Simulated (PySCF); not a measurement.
An unknown is described by computed data only.

Formula: C8H18.

| Property | Result |
| --- | --- |
| XPS | C1s 290.1 (×2), C1s 290.3 (×4), C1s 290.3 (×2) eV [ΔSCF SCAN, pcX-2 on the ionised atom, pcseg-1 elsewhere, spin-free X2C] |
| Triplet | lowest triplet excitation (Tamm–Dancoff): 8.15 eV [TDA PBE0/def2-SVPD] |
| 13C NMR | chemical shifts (computed TMS as zero) by class: 41.8 (2 C), 34.4 (2 C), 24.5 (4 C) ppm [GIAO KT2/pcSseg-1] |
| Rotational structure | rotational constants A, B, C: 3.889, 0.830, 0.783 GHz [PBE0-D3(BJ)/def2-SVP] |
| Dipole | 0.17 D [PBE0/def2-SVPD] |
| UV, strongest line | among the 10 lowest singlet transitions: S6 at 8.76 eV (142 nm, f = 0.061) [TDDFT PBE0/def2-SVPD] |

The electronic properties come from PySCF, for the isolated species, density fitting. Levels stand in brackets. The structure is a single PBE0-D3(BJ)/def2-SVP conformer in the gas phase; no vibrational or solvent corrections. Each NMR value is the plain mean over a class of atoms that symmetry, rotation or inversion makes alike.

Task: Propose a structure and show how it fits.

Result: Numbering: `[CH3:1][CH:2]([CH3:3])[CH2:4][CH2:5][CH:6]([CH3:7])[CH3:8]`. Its formula, C8H18, gives 0 degrees of unsaturation, so no ring and no π bond. 8 carbons fall into 3 classes; from least to most shielded: chain CH2 carbon [C4/C5] (41.8 ppm, 2 C), sp3 CH carbon [C2/C6] (34.4 ppm, 2 C), methyl carbon [C1/C3/C7/C8] (24.5 ppm, 4 C, up to 4.1 ppm apart in this geometry). The core levels belong to: C1s 290.1 eV, chain CH2 carbon [C4/C5]; C1s 290.3 eV, methyl carbon [C1/C3/C7/C8]; C1s 290.3 eV, sp3 CH carbon [C2/C6]. One atom of each topological class was ionised and stands for its class. The optimised geometry has point group C2 and is an asymmetric top. Structure: 2,5-dimethylhexane, `CC(C)CCC(C)C`. Computed isomers that give other values at the same levels: `CC(C)CC(C)(C)C` (rotational constant A: 2.976 GHz; this holds for the one conformer computed); `CC(C)(C)C(C)(C)C` (core binding energies: C1s 290.1 (×6), C1s 290.3 (×2) eV); `CCCCCCCC` (core binding energies: C1s 290.2 (×2), C1s 290.2 (×2), C1s 290.4 (×2), C1s 290.5 (×2) eV). The assignments are read from this structure; whether some other isomer fits the data as well wasn't checked.

The values belong to the conformer `[CH3:1][CH:2]([CH3:3])[CH2:4][CH2:5][CH:6]([CH3:7])[CH3:8]`: C1–C2–C4–C5 -62°, C2–C4–C5–C6 -171°, C4–C5–C6–C7 174°.
